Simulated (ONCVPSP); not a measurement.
**Reading a pseudo-wave (hydrogen (H))**

Columns: radius, all-electron u(r) and pseudo u(r) of the 1s shell (level -6.33 eV) of hydrogen in the configuration 1s1; PBEsol, scalar-relativistic, ONCV scheme, ONCVPSP 4.0.1.

```
r (bohr)  all-electron  pseudo
   0.045        0.0809  0.0689
   0.090        0.1546  0.1366
   0.135        0.2217  0.2021
   0.180        0.2824  0.2645
   0.225        0.3374  0.3231
   0.270        0.3870  0.3772
   0.315        0.4316  0.4266
   0.360        0.4715  0.4709
   0.405        0.5072  0.5101
   0.450        0.5388  0.5444
   0.495        0.5668  0.5737
   0.540        0.5913  0.5984
   0.585        0.6127  0.6191
   0.630        0.6312  0.6362
   0.675        0.6470  0.6503
   0.720        0.6604  0.6621
   0.765        0.6715  0.6721
   0.810        0.6805  0.6806
   0.855        0.6876  0.6876
   0.900        0.6929  0.6930
   0.945        0.6967  0.6967
   0.990        0.6989  0.6990
   1.035        0.6999  0.6999
   1.080        0.6995  0.6995
   1.125        0.6981  0.6981
   1.170        0.6956  0.6956
```

How many radial nodes do the two functions have?

The all-electron 1s function has n − l − 1 = 0; the pseudo-wave has 0.

At about which radius was the pseudo-wave matched?

0.85 bohr, where the columns begin to agree (steps of 0.04 bohr).

Is the pseudo-wave norm-conserving?

Yes: the ONCV scheme keeps the norm inside the radius equal to the all-electron one, which fixes the energy derivative of the logarithmic derivative at the level.
